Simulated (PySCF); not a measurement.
```xyz
3
charge 0 multiplicity 3, angstrom
Ir    0.0935    0.0000   -0.0862
O    -1.2101    0.0000    0.9835
H     1.3034    0.0000    0.9004
```

Method: UPBE0 in PySCF with Ir def2-TZVP with ECP60, O def2-TZVP, H def2-TZVP; scalar-relativistic core potentials, no spin–orbit coupling; density-fitted integrals.

This geometry of HIrO is a stationary point at this level.

(1) What is the point group?

(2) Is it a minimum?

(3) Which band is strongest in the infrared?

(4) What are the dipole moment and the gap between the highest occupied and lowest empty levels of either spin?

(5) Give the ideal-gas entropy at 298.15 K and 1 bar by parts.

Results:

(1) Cs.

(2) Yes: all harmonic wavenumbers are real.

(3) 1002 cm⁻¹ (a'), 57 km/mol.

(4) 2.73 D and 3.20 eV.

(5) translation 175.5, rotation 83.4, vibration 2.2, spin 9.1; total 270.3 J/(mol K).

Other isomers or separated fragments may lie lower. Other spin states or occupations of the open shell can lie lower. With an element this heavy the missing spin–orbit coupling can shift these numbers.
